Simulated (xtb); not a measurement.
Job for xtb: GFN2-xTB on SnS, 2S+1 = 1, a spin state set in the input, which need not be the lowest, a point of a bond scan (R = 2.270 Å).

```
$ xtb mol.xyz --gfn 2 --sp --chrg 0 --uhf 0
2

S      0.00000000     0.00000000     0.00000000
Sn     0.00000000     0.00000000     2.26962000
```

Question: What total energy does the run end on?

Answer: -5.4116 hartree.
